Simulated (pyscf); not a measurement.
# HS–Ge(Cl)(Cl)–Cl, singlet

Gas-phase minimum from PySCF at ωB97X-D3(BJ)/def2-SVP, one conformer. 

```
Ge
Cl 1 2.1225
Cl 1 2.1288 2 109.08
Cl 1 2.1289 2 109.18 3 -116.35
S 1 2.1783 2 107.40 3 121.88
H 5 1.3488 1 92.89 2 178.75
```
Charge 0, spin multiplicity 1.

Properties at ωB97X-D3(BJ)/def2-SVP:

```
Property                                                                                                                                                                         Value
---------------------------------------------------------------------------------------------------------------------  ---------------------------------------------------------------
Harmonic wavenumbers, unscaled                                                                                         78, 122, 157, 160, 170, 172, 397, 468, 474, 476, 780, 2754 cm⁻¹
Zero-point energy                                                                                                                                                         8.9 kcal/mol
Rotational symmetry number                                                                                                                                                           1
Entropy of this conformer at 298 K and 1 atm, rigid rotor and harmonic oscillator, modes under 100 cm⁻¹ raised to 100                                                  382.9 J/(mol K)
Dipole moment                                                                                                                                                                   1.54 D
```

Single-point totals, which compare only within one level:

```tsv
level	total energy (hartree)
ωB97X-D3(BJ)/def2-TZVP	-3856.60650
PBE/def2-TZVP	-3855.56792
r²SCAN/def2-TZVP	-3856.49409
B3LYP-D3(BJ)/def2-TZVP	-3856.73388
PBE0-D3(BJ)/def2-TZVP	-3855.77428
M06-2X/def2-TZVP	-3856.56724
ωB97M-D3(BJ)/def2-TZVP	-3856.83684
```

Soft torsions are taken as harmonic, which can shift the entropy by several J/(mol K). Elements up to Kr have no core potential and no relativistic terms here.
